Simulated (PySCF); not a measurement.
PySCF input for CH8FNOSi2, SMILES N[SiH2][Si@@H](O)CF, TDDFT-PBE/def2-SVPD. The structure is a stationary point at PBE0-D3(BJ)/def2-SVP. The structure was generated by enumeration; whether it is a known compound was not checked. Other conformers were not sampled.

```python
import numpy as np
from pyscf import gto, scf, dft, tdscf

mol = gto.M(
    atom='''
    N     2.33545262   -0.48665164   -1.54291225
    Si    0.86916289   -1.02000304   -0.76903758
    Si   -0.12158757    0.65782324    0.53957257
    O    -0.03660329    2.06836817   -0.37136640
    C    -1.92810131    0.17541328    0.90959562
    F    -1.89029722   -1.11929624    1.40836807
    H     2.32025901    0.41917493   -2.00146883
    H     3.20349580   -0.60026760   -1.03088539
    H    -0.13658815   -1.43998433   -1.79675023
    H     1.21368587   -2.20169954    0.07767122
    H     0.57027059    0.86184440    1.85752083
    H    -0.14541051    2.89586630    0.10609023
    H    -2.42615148    0.82749430    1.64891254
    H    -2.53967496    0.18889136   -0.01014933
    ''',
    basis='def2-SVPD',
    charge=0,
    spin=0,
    max_memory=1600,
    verbose=4,
)
mf = dft.RKS(mol, xc='pbe').density_fit(auxbasis='def2-universal-jkfit')
mf.grids.level = 3
mf.conv_tol = 1e-9
mf.max_cycle = 100
mf.kernel()
mf.grids = dft.Grids(mol).set(level=1).build(with_non0tab=True)  # coarser grid for the response kernel
td = tdscf.TDDFT(mf)
td.singlet = True
td.nstates = 10
td.conv_tol = 1e-4
td.positive_eig_threshold = 1e-6
td.kernel(x0=td.get_init_guess(mf, 15))
td.analyze()
tt = tdscf.TDA(mf)
tt.singlet = False
tt.nstates = 4
tt.conv_tol = 1e-4
tt.positive_eig_threshold = 1e-6
tt.kernel(x0=tt.get_init_guess(mf, 9))
tt.analyze(verbose=3)
```

Log of the run:

```
PySCF version 2.14.0

[INPUT] verbose = 4
[INPUT] num. atoms = 14
[INPUT] num. electrons = 66
[INPUT] charge = 0
[INPUT] spin (= nelec alpha-beta = 2S) = 0
[INPUT] symmetry False subgroup None
[INPUT] Mole.unit = angstrom
[INPUT] Symbol           X                Y                Z      unit          X                Y                Z       unit  Magmom
[INPUT]  1 N      2.335452620000  -0.486651640000  -1.542912250000 AA    4.413365828698  -0.919638317670  -2.915681586736 Bohr   0.0
[INPUT]  2 Si     0.869162890000  -1.020003040000  -0.769037580000 AA    1.642479819735  -1.927526391824  -1.453270405698 Bohr   0.0
[INPUT]  3 Si    -0.121587570000   0.657823240000   0.539572570000 AA   -0.229767207451   1.243105761974   1.019644381628 Bohr   0.0
[INPUT]  4 O     -0.036603290000   2.068368170000  -0.371366400000 AA   -0.069170193358   3.908649366068  -0.701780787866 Bohr   0.0
[INPUT]  5 C     -1.928101310000   0.175413280000   0.909595620000 AA   -3.643583416315   0.331483057812   1.718886605904 Bohr   0.0
[INPUT]  6 F     -1.890297220000  -1.119296240000   1.408368070000 AA   -3.572144039827  -2.115163345855   2.661429934882 Bohr   0.0
[INPUT]  7 H      2.320259010000   0.419174930000  -2.001468830000 AA    4.384654066954   0.792125815984  -3.782227935554 Bohr   0.0
[INPUT]  8 H      3.203495800000  -0.600267600000  -1.030885390000 AA    6.053729703194  -1.134341365450  -1.948091052915 Bohr   0.0
[INPUT]  9 H     -0.136588150000  -1.439984330000  -1.796750230000 AA   -0.258114195361  -2.721176007365  -3.395365848949 Bohr   0.0
[INPUT] 10 H      1.213685870000  -2.201699540000   0.077671220000 AA    2.293533895554  -4.160609139181   0.146777333561 Bohr   0.0
[INPUT] 11 H      0.570270590000   0.861844400000   1.857520830000 AA    1.077655231994   1.628649877990   3.510205639375 Bohr   0.0
[INPUT] 12 H     -0.145410510000   2.895866300000   0.106090230000 AA   -0.274786039533   5.472394200358   0.200481479192 Bohr   0.0
[INPUT] 13 H     -2.426151480000   0.827494300000   1.648912540000 AA   -4.584761833908   1.563737596639   3.115993103961 Bohr   0.0
[INPUT] 14 H     -2.539674960000   0.188891360000  -0.010149330000 AA   -4.799290119816   0.356952937697  -0.019179454048 Bohr   0.0

nuclear repulsion = 379.344166445444
number of shells = 86
number of NR pGTOs = 290
number of NR cGTOs = 198
basis = def2-SVPD
ecp = {}


[settings echo left out]
init E= -850.995550077393
  HOMO = -0.276697187223453  LUMO = -0.0933102814632907  gap/eV = 4.99021
cycle= 1 E= -850.634636956737  delta_E= 0.361  |g|= 0.947  |ddm|= 4.57
  HOMO = -0.111825809068753  LUMO = -0.0248137169221176  gap/eV = 2.36772
cycle= 2 E= -849.781391284731  delta_E= 0.853  |g|=  2.2  |ddm|= 3.73
  HOMO = -0.204142984252192  LUMO = -0.0528639619423332  gap/eV = 4.11651
cycle= 3 E= -850.800050718462  delta_E= -1.02  |g|= 0.22  |ddm|= 2.87
  HOMO = -0.213100305483529  LUMO = -0.0556883642913197  gap/eV = 4.28340
cycle= 4 E= -850.809556260807  delta_E= -0.00951  |g|= 0.138  |ddm|= 0.425
  HOMO = -0.20823935070899  LUMO = -0.0548443252164446  gap/eV = 4.17409
cycle= 5 E= -850.813271588026  delta_E= -0.00372  |g|= 0.0344  |ddm|= 0.179
  HOMO = -0.208934019423706  LUMO = -0.0536517973611224  gap/eV = 4.22544
cycle= 6 E= -850.8135215569  delta_E= -0.00025  |g|= 0.0141  |ddm|= 0.0567
  HOMO = -0.208609813100517  LUMO = -0.0538439871410601  gap/eV = 4.21139
cycle= 7 E= -850.813565824814  delta_E= -4.43e-05  |g|= 0.00212  |ddm|= 0.0174
  HOMO = -0.208770207877797  LUMO = -0.0539321516305447  gap/eV = 4.21336
cycle= 8 E= -850.813566949197  delta_E= -1.12e-06  |g|= 0.000702  |ddm|= 0.00445
  HOMO = -0.208717884079408  LUMO = -0.0539229420468179  gap/eV = 4.21218
cycle= 9 E= -850.813567073944  delta_E= -1.25e-07  |g|= 0.000242  |ddm|= 0.00125
  HOMO = -0.208739178291743  LUMO = -0.0539249079981716  gap/eV = 4.21271
cycle= 10 E= -850.813567085432  delta_E= -1.15e-08  |g|= 8.74e-05  |ddm|= 0.000395
  HOMO = -0.208740542774004  LUMO = -0.0539294893157694  gap/eV = 4.21262
cycle= 11 E= -850.813567087004  delta_E= -1.57e-09  |g|= 2.81e-05  |ddm|= 0.000182
  HOMO = -0.208738878879508  LUMO = -0.0539277719175617  gap/eV = 4.21262
cycle= 12 E= -850.813567087256  delta_E= -2.51e-10  |g|= 3.9e-06  |ddm|= 6.83e-05
  HOMO = -0.208738647093723  LUMO = -0.0539278431133687  gap/eV = 4.21262
Extra cycle  E= -850.813567087252  delta_E= 3.41e-12  |g|= 5.17e-06  |ddm|= 2.17e-05
converged SCF energy = -850.813567087252
tot grids = 53384
Overwritten attributes  positive_eig_threshold  of <class 'pyscf.tdscf.rks.CasidaTDDFT'>


******** <class 'pyscf.tdscf.rks.CasidaTDDFT'> for <class 'pyscf.df.df_jk.DFRKS'> ********
nstates = 10 singlet
deg_eia_thresh = 1.000e-03
wfnsym = None
conv_tol = 0.0001
eigh lindep = 1e-12
eigh level_shift = 0
eigh max_cycle = 100


Excitation energies (eV)
[4.35947623 5.14638036 5.43045037 5.73254542 6.07307305 6.10750865
 6.25602193 6.48865022 6.53882002 6.67222078]

** Singlet excitation energies and oscillator strengths **
Excited State   1:      4.35948 eV    284.40 nm  f=0.0217
      33 -> 34        0.70317
Excited State   2:      5.14638 eV    240.92 nm  f=0.0125
      33 -> 35       -0.69950
Excited State   3:      5.43045 eV    228.31 nm  f=0.0062
      32 -> 34       -0.70396
Excited State   4:      5.73255 eV    216.28 nm  f=0.0061
      33 -> 36        0.70171
Excited State   5:      6.07307 eV    204.15 nm  f=0.0146
      31 -> 34       -0.49679
      33 -> 37        0.47144
      33 -> 38        0.12033
Excited State   6:      6.10751 eV    203.00 nm  f=0.0065
      31 -> 34        0.46810
      33 -> 37        0.50895
Excited State   7:      6.25602 eV    198.18 nm  f=0.0166
      32 -> 35       -0.69494
Excited State   8:      6.48865 eV    191.08 nm  f=0.0511
      31 -> 34       -0.11480
      33 -> 38       -0.50542
      33 -> 39        0.46040
Excited State   9:      6.53882 eV    189.61 nm  f=0.0355
      33 -> 38       -0.42311
      33 -> 39       -0.52707
      33 -> 40       -0.10567
Excited State  10:      6.67222 eV    185.82 nm  f=0.0128
      33 -> 40        0.68366

** Transition electric dipole moments (AU) **
state          X           Y           Z        Dip. S.      Osc.
  1         0.2428     -0.1043     -0.3655      0.2034      0.0217
  2         0.3084      0.0450     -0.0422      0.0989      0.0125
  3        -0.1570      0.1139      0.0961      0.0469      0.0062
  4         0.1941     -0.0678     -0.0357      0.0436      0.0061
  5        -0.1467      0.1670      0.2202      0.0979      0.0146
  6         0.0428      0.1187      0.1666      0.0437      0.0065
  7        -0.2984      0.0404      0.1340      0.1086      0.0166
  8        -0.2099      0.3572      0.3868      0.3213      0.0511
  9        -0.3660      0.1916      0.2253      0.2214      0.0355
 10        -0.2298     -0.1525      0.0450      0.0781      0.0128

** Transition velocity dipole moments (imaginary part, AU) **
state          X           Y           Z        Dip. S.      Osc.
  1         0.0391     -0.0154     -0.0607      0.0054      0.0227
  2         0.0631      0.0118     -0.0044      0.0041      0.0146
  3        -0.0286      0.0218      0.0203      0.0017      0.0057
  4         0.0421     -0.0141     -0.0054      0.0020      0.0063
  5        -0.0331      0.0363      0.0501      0.0049      0.0147
  6         0.0098      0.0307      0.0412      0.0027      0.0081
  7        -0.0717      0.0096      0.0329      0.0063      0.0183
  8        -0.0524      0.0915      0.0948      0.0201      0.0562
  9        -0.0876      0.0490      0.0538      0.0130      0.0360
 10        -0.0580     -0.0400      0.0081      0.0050      0.0137

** Transition magnetic dipole moments (imaginary part, AU) **
state          X           Y           Z
  1        -0.0181     -0.2343      0.2275
  2         0.3696     -0.4643      0.3601
  3         0.0438     -0.0950     -0.3077
  4        -0.2698      0.3013     -0.1844
  5        -0.5146     -0.1698     -0.0172
  6         0.3088     -0.2000      0.0996
  7         0.2007     -0.1015     -0.3070
  8         0.0162      0.2741     -0.0622
  9        -0.0682      0.1450      0.1939
 10         0.1660      0.1037      0.4154
Overwritten attributes  positive_eig_threshold  of <class 'pyscf.tdscf.rks.TDA'>


******** <class 'pyscf.tdscf.rks.TDA'> for <class 'pyscf.df.df_jk.DFRKS'> ********
nstates = 4 triplet
deg_eia_thresh = 1.000e-03
wfnsym = None
conv_tol = 0.0001
eigh lindep = 1e-12
eigh level_shift = 0
eigh max_cycle = 100


Excitation energies (eV)
[4.02751227 4.81074879 5.20034262 5.58827111]

** Triplet excitation energies and oscillator strengths **
Excited State   1:      4.02751 eV    307.84 nm  f=0.0000
Excited State   2:      4.81075 eV    257.72 nm  f=0.0000
Excited State   3:      5.20034 eV    238.42 nm  f=0.0000
Excited State   4:      5.58827 eV    221.87 nm  f=0.0000
```

The run converged.

Cost: roughly 2.9 core-minutes.
